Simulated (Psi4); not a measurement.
Interaction energy of HF ··· HBr (SMILES F and Br). Monomers: optimised at B3LYP-D3(BJ) (def2-TZVP), held rigid. Orientation: a higher rigid-body minimum at GFN2-xTB. R is the distance of the centres of mass, along which the second monomer moves.

Geometry at R = 3.19 Å (first 2 atoms: monomer A):
```
4

F      0.4622     0.0000     0.0000
H     -0.4622     0.0000     0.0000
Br    -1.6767     0.6206     2.3434
H     -0.2771     0.7238     2.5897
```

- PBE/def2-TZVP, counterpoise-corrected (Psi4)
- PBE-D3(BJ)/def2-TZVP, counterpoise-corrected (Psi4)
- PBE0-D3(BJ)/def2-TZVP, counterpoise-corrected (Psi4)
- SAPT0/jun-cc-pVDZ, frozen core (Psi4)

Interaction energies in kJ/mol; the last columns give the difference from SAPT0:

```json
[
 {"R / Å": "2.59", "PBE/def2-TZVP": "24.92", "PBE-D3(BJ)/def2-TZVP": "22.43", "PBE0-D3(BJ)/def2-TZVP": "23.33", "SAPT0/jun-cc-pVDZ": "32.73", "PBE/def2-TZVP − SAPT0/jun-cc-pVDZ": "-7.81", "PBE-D3(BJ)/def2-TZVP − SAPT0/jun-cc-pVDZ": "-10.30", "PBE0-D3(BJ)/def2-TZVP − SAPT0/jun-cc-pVDZ": "-9.40"},
 {"R / Å": "2.80", "PBE/def2-TZVP": "3.16", "PBE-D3(BJ)/def2-TZVP": "0.78", "PBE0-D3(BJ)/def2-TZVP": "1.56", "SAPT0/jun-cc-pVDZ": "8.55", "PBE/def2-TZVP − SAPT0/jun-cc-pVDZ": "-5.39", "PBE-D3(BJ)/def2-TZVP − SAPT0/jun-cc-pVDZ": "-7.77", "PBE0-D3(BJ)/def2-TZVP − SAPT0/jun-cc-pVDZ": "-6.99"},
 {"R / Å": "3.03", "PBE/def2-TZVP": "-6.23", "PBE-D3(BJ)/def2-TZVP": "-8.44", "PBE0-D3(BJ)/def2-TZVP": "-7.70", "SAPT0/jun-cc-pVDZ": "-2.69", "PBE/def2-TZVP − SAPT0/jun-cc-pVDZ": "-3.54", "PBE-D3(BJ)/def2-TZVP − SAPT0/jun-cc-pVDZ": "-5.74", "PBE0-D3(BJ)/def2-TZVP − SAPT0/jun-cc-pVDZ": "-5.01"},
 {"R / Å": "3.19", "PBE/def2-TZVP": "-8.41", "PBE-D3(BJ)/def2-TZVP": "-10.47", "PBE0-D3(BJ)/def2-TZVP": "-9.77", "SAPT0/jun-cc-pVDZ": "-5.83", "PBE/def2-TZVP − SAPT0/jun-cc-pVDZ": "-2.58", "PBE-D3(BJ)/def2-TZVP − SAPT0/jun-cc-pVDZ": "-4.64", "PBE0-D3(BJ)/def2-TZVP − SAPT0/jun-cc-pVDZ": "-3.94"},
 {"R / Å": "3.37", "PBE/def2-TZVP": "-8.85", "PBE-D3(BJ)/def2-TZVP": "-10.71", "PBE0-D3(BJ)/def2-TZVP": "-10.08", "SAPT0/jun-cc-pVDZ": "-7.05", "PBE/def2-TZVP − SAPT0/jun-cc-pVDZ": "-1.79", "PBE-D3(BJ)/def2-TZVP − SAPT0/jun-cc-pVDZ": "-3.66", "PBE0-D3(BJ)/def2-TZVP − SAPT0/jun-cc-pVDZ": "-3.03"},
 {"R / Å": "3.60", "PBE/def2-TZVP": "-8.03", "PBE-D3(BJ)/def2-TZVP": "-9.62", "PBE0-D3(BJ)/def2-TZVP": "-9.10", "SAPT0/jun-cc-pVDZ": "-6.91", "PBE/def2-TZVP − SAPT0/jun-cc-pVDZ": "-1.12", "PBE-D3(BJ)/def2-TZVP − SAPT0/jun-cc-pVDZ": "-2.71", "PBE0-D3(BJ)/def2-TZVP − SAPT0/jun-cc-pVDZ": "-2.19"},
 {"R / Å": "3.88", "PBE/def2-TZVP": "-6.45", "PBE-D3(BJ)/def2-TZVP": "-7.70", "PBE0-D3(BJ)/def2-TZVP": "-7.33", "SAPT0/jun-cc-pVDZ": "-5.83", "PBE/def2-TZVP − SAPT0/jun-cc-pVDZ": "-0.61", "PBE-D3(BJ)/def2-TZVP − SAPT0/jun-cc-pVDZ": "-1.87", "PBE0-D3(BJ)/def2-TZVP − SAPT0/jun-cc-pVDZ": "-1.50"},
 {"R / Å": "4.21", "PBE/def2-TZVP": "-4.69", "PBE-D3(BJ)/def2-TZVP": "-5.59", "PBE0-D3(BJ)/def2-TZVP": "-5.38", "SAPT0/jun-cc-pVDZ": "-4.44", "PBE/def2-TZVP − SAPT0/jun-cc-pVDZ": "-0.25", "PBE-D3(BJ)/def2-TZVP − SAPT0/jun-cc-pVDZ": "-1.15", "PBE0-D3(BJ)/def2-TZVP − SAPT0/jun-cc-pVDZ": "-0.94"},
 {"R / Å": "4.69", "PBE/def2-TZVP": "-2.84", "PBE-D3(BJ)/def2-TZVP": "-3.36", "PBE0-D3(BJ)/def2-TZVP": "-3.31", "SAPT0/jun-cc-pVDZ": "-2.89", "PBE/def2-TZVP − SAPT0/jun-cc-pVDZ": "0.05", "PBE-D3(BJ)/def2-TZVP − SAPT0/jun-cc-pVDZ": "-0.47", "PBE0-D3(BJ)/def2-TZVP − SAPT0/jun-cc-pVDZ": "-0.42"},
 {"R / Å": "5.41", "PBE/def2-TZVP": "-1.39", "PBE-D3(BJ)/def2-TZVP": "-1.62", "PBE0-D3(BJ)/def2-TZVP": "-1.65", "SAPT0/jun-cc-pVDZ": "-1.57", "PBE/def2-TZVP − SAPT0/jun-cc-pVDZ": "0.18", "PBE-D3(BJ)/def2-TZVP − SAPT0/jun-cc-pVDZ": "-0.05", "PBE0-D3(BJ)/def2-TZVP − SAPT0/jun-cc-pVDZ": "-0.08"},
 {"R / Å": "6.37", "PBE/def2-TZVP": "-0.65", "PBE-D3(BJ)/def2-TZVP": "-0.73", "PBE0-D3(BJ)/def2-TZVP": "-0.76", "SAPT0/jun-cc-pVDZ": "-0.77", "PBE/def2-TZVP − SAPT0/jun-cc-pVDZ": "0.13", "PBE-D3(BJ)/def2-TZVP − SAPT0/jun-cc-pVDZ": "0.04", "PBE0-D3(BJ)/def2-TZVP − SAPT0/jun-cc-pVDZ": "0.01"},
 {"R / Å": "7.73", "PBE/def2-TZVP": "-0.28", "PBE-D3(BJ)/def2-TZVP": "-0.31", "PBE0-D3(BJ)/def2-TZVP": "-0.32", "SAPT0/jun-cc-pVDZ": "-0.34", "PBE/def2-TZVP − SAPT0/jun-cc-pVDZ": "0.06", "PBE-D3(BJ)/def2-TZVP − SAPT0/jun-cc-pVDZ": "0.03", "PBE0-D3(BJ)/def2-TZVP − SAPT0/jun-cc-pVDZ": "0.02"}
]
```

PBE/def2-TZVP is furthest from SAPT0/jun-cc-pVDZ at 2.59 (-7.81 kJ/mol, below); its mean absolute difference over the points is 1.96 kJ/mol.

PBE-D3(BJ)/def2-TZVP is furthest from SAPT0/jun-cc-pVDZ at 2.59 (-10.30 kJ/mol, below); its mean absolute difference over the points is 3.20 kJ/mol.

PBE0-D3(BJ)/def2-TZVP is furthest from SAPT0/jun-cc-pVDZ at 2.59 (-9.40 kJ/mol, below); its mean absolute difference over the points is 2.79 kJ/mol.
